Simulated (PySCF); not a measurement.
## Fractional electron number in Pd(2+) (palladium, charge +2)

The 4d beta orbital of [Kr] 4d8 is emptied in steps (occupation f), with all orbitals relaxed, ending at [Kr] 4d7. All numbers are calculated (PySCF 2.14, a scalar-relativistic core potential, in aug-cc-pVDZ-PP with ECP28MDF (5s5p4d2f, 54 functions)). The exact energy is a straight line in f; departures are measured from the line between the end points of the same method.

Q: Among UHF, LDA, PBE, which shows the largest delocalisation error (convex curve), and which is closest to linear?

A: Most convex: LDA (-1.731 eV at f = 0.5); closest to linear: UHF (0.398 eV).

```json
{"f": "1", "UHF (eV)": "0.000", "LDA (eV)": "0.000", "PBE (eV)": "0.000"}
{"f": "0.9", "UHF (eV)": "0.151", "LDA (eV)": "-0.617", "PBE (eV)": "-0.603"}
{"f": "0.7", "UHF (eV)": "0.342", "LDA (eV)": "-1.447", "PBE (eV)": "-1.414"}
{"f": "0.5", "UHF (eV)": "0.398", "LDA (eV)": "-1.731", "PBE (eV)": "-1.688"}
{"f": "0.3", "UHF (eV)": "0.326", "LDA (eV)": "-1.460", "PBE (eV)": "-1.422"}
{"f": "0.1", "UHF (eV)": "0.137", "LDA (eV)": "-0.628", "PBE (eV)": "-0.611"}
{"f": "0", "UHF (eV)": "0.000", "LDA (eV)": "0.000", "PBE (eV)": "0.000"}
```

| method | E(f=0) − E(f=1) (eV) | −ε at f=1 (eV) | −ε at f=0.5 (eV) |
| --- | --- | --- | --- |
| UHF | 31.533 | 33.228 | 31.485 |
| LDA | 33.556 | 26.718 | 33.517 |
| PBE | 33.311 | 26.621 | 33.285 |

Reference removal energy between the ground levels: 32.93 eV (semi-empirical (NIST evaluation); NIST Atomic Spectra Database, ionization energies). The calculation has no spin-orbit coupling. The determinant left behind need not be the lowest term of the ion. UHF lacks correlation.
